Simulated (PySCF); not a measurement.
Run record: excited-state job, `C=C(Cl)O/C=C\F`.

Method: TDDFT wB97X-D/def2-SVPD, vertical, gas phase, core orbitals frozen in the response (PySCF 2.14.0, density-fitted response routines). Geometry: GFN2-xTB. The input is one job of a driver script: a line of settings, then coordinates in Å.

Input:
```
{"job": {"kind": "uv", "xc": "wB97X-D", "basis": "def2-SVPD", "nstates": 8, "ntriplets": 3}, "charge": 0, "multiplicity": 1}
C     -2.310184    -0.118491     0.529859
C     -1.162119    -0.410964    -0.064541
Cl    -1.065436    -1.728899    -1.199078
O     -0.051995     0.303688     0.178588
C      1.168851    -0.030588    -0.312292
C      2.258954     0.673778    -0.036373
F      2.248955     1.765523     0.742658
H     -2.356401     0.693086     1.231312
H     -3.203659    -0.673869     0.326880
H      1.239301    -0.902169    -0.947540
H      3.239155     0.431574    -0.411062
```

Output:
```
coarse grid: 10624 points
cycle   1  E = -789.3383814212  dE =  1.266e+00  |g| = 6.878e-01  |ddm| = 5.261e+00
cycle   2  E = -789.3322819388  dE =  6.099e-03  |g| = 7.654e-01  |ddm| = 2.288e+00
cycle   3  E = -789.4406129351  dE = -1.083e-01  |g| = 5.442e-02  |ddm| = 1.193e+00
cycle   4  E = -789.4412292705  dE = -6.163e-04  |g| = 2.216e-02  |ddm| = 1.216e-01
cycle   5  E = -789.4413324107  dE = -1.031e-04  |g| = 1.012e-02  |ddm| = 4.346e-02
cycle   6  E = -789.4413541972  dE = -2.179e-05  |g| = 1.710e-03  |ddm| = 1.896e-02
cycle   7  E = -789.4413554356  dE = -1.238e-06  |g| = 7.270e-04  |ddm| = 5.774e-03
final grid: 100880 points
cycle   8  E = -789.5473520242  dE = -1.104e-04  |g| = 6.343e-03  |ddm| = 1.706e-01
cycle   9  E = -789.5473527987  dE = -7.745e-07  |g| = 6.921e-03  |ddm| = 2.335e-02
cycle  10  E = -789.5473603515  dE = -7.553e-06  |g| = 5.306e-04  |ddm| = 6.013e-03
cycle  11  E = -789.5473604331  dE = -8.153e-08  |g| = 3.974e-04  |ddm| = 2.297e-03
cycle  12  E = -789.5473604721  dE = -3.905e-08  |g| = 8.619e-05  |ddm| = 8.571e-04
cycle  13  E = -789.5473604745  dE = -2.352e-09  |g| = 3.595e-05  |ddm| = 2.401e-04
cycle  14  E = -789.5473604749  dE = -4.450e-10  |g| = 1.227e-05  |ddm| = 1.125e-04
converged SCF energy = -789.5473604749

Static polarisability (au): isotropic 71.808, principal 46.089 71.911 97.422

Singlet excitations
state   eV       nm        f      main configurations
  1   6.0404    205.3   0.00327   H->L+1 0.68, H->L+2 0.10
  2   6.2328    198.9   0.55918   H->L 0.96
  3   6.5109    190.4   0.03228   H->L+2 0.71, H->L+1 0.11
  4   7.1671    173.0   0.16188   H->L+3 0.93
  5   7.2726    170.5   0.00325   H->L+4 0.70, H-1->L+2 0.15
  6   7.4769    165.8   0.00446   H->L+5 0.24, H->L+6 0.23, H-1->L+1 0.16
  7   7.7094    160.8   0.13517   H-1->L 0.89
  8   7.8773    157.4   0.00269   H-1->L+1 0.49, H->L+5 0.18

Triplet excitations (Tamm-Dancoff, eV): 4.0327 4.5148 5.7440
```

The SCF starts on a coarse grid where the log names one; the energy can jump when the final grid takes over, and dE then counts from the start density on the new grid. H and L stand for HOMO and LUMO; the number after each pair is its weight.

Question: Which computed singlet has the largest oscillator strength, and what do all of them sum to?

Answer: State 2 at 6.23 eV (199 nm), f = 0.559; the 8 states sum to 0.902.

Main results: HOMO -8.53 eV, LUMO 1.49 eV; lowest singlet 6.04 eV; lowest triplet 4.03 eV (Tamm–Dancoff); mean polarisability 71.8 au.

Question: Estimate the wall time. Hardware: one thread, Arm Neoverse V1, shared host.

Answer: About 25 s.

One conformer stands for the species.
Labels such as C1 count atoms from 1, the log's own numbers from 0.

Note: wB97X-D ran without an empirical dispersion term, which enters the total energy and its gradient alone.
